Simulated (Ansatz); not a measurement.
System: sum formula SiN₂H₃Br₂, net charge 0, doublet state. It need not be the lowest isomer of its formula. 
Coordinates optimised at B3LYP-D3(BJ)/def2-TZVP (Ansatz, an electronic-structure program):
```xyz
8

Si    -0.0351    -0.7454     0.0025
Br     0.1554     0.5973    -1.7875
Br    -0.0819     0.5476     1.8168
N      1.3399    -1.7662    -0.1892
N     -1.4135    -1.7160     0.0475
H      2.2307    -1.3661     0.1083
H     -1.4961    -2.5161    -0.5602
H     -2.2993    -1.3784     0.3851
```
Charge 0, spin multiplicity 2.

Wanted: atomisation energy (electronic, to ground-state atoms), in kcal/mol. Correlated levels leave the core frozen unless marked. UHF or UKS for open shells. Spin-orbit coupling is left out. Frozen are the shells of the preceding noble gas and the d and f shells that filled before the atom's block. Non-relativistic. The coupled-cluster limit lacks core correlation, which all-electron functionals hold. CBS marks a two-point X^-3 extrapolation of the correlation energy; Hartree-Fock from the larger set. [CCSD(T)-MP2]/basis is that difference in the basis named.

```tsv
level	program	atomisation energy (kcal/mol)
PBE-D4/def2-TZVPD	Ansatz + dftd4	626.6
BLYP-D4/def2-TZVPD	Ansatz + dftd4	…
revPBE-D4/def2-TZVPD	Ansatz + dftd4	608.9
revPBE/def2-TZVPD	Ansatz	592.3
B3LYP-D4/def2-TZVPD	Ansatz + dftd4	…
BHLYP/def2-TZVPD	Ansatz	…
B2GP-PLYP/def2-TZVPD	Ansatz	…
RI-MP2/CBS(def2-TZVPP,def2-QZVPP)+[CCSD(T)-MP2]/def2-TZVPP	Ansatz	606.5
```

Task: What belongs in the gaps?

Result: 
- BLYP-D4/def2-TZVPD, atomisation energy (kcal/mol): 612.6
- B3LYP-D4/def2-TZVPD, atomisation energy (kcal/mol): 609.3
- BHLYP/def2-TZVPD, atomisation energy (kcal/mol): 578.8
- B2GP-PLYP/def2-TZVPD, atomisation energy (kcal/mol): 593.8
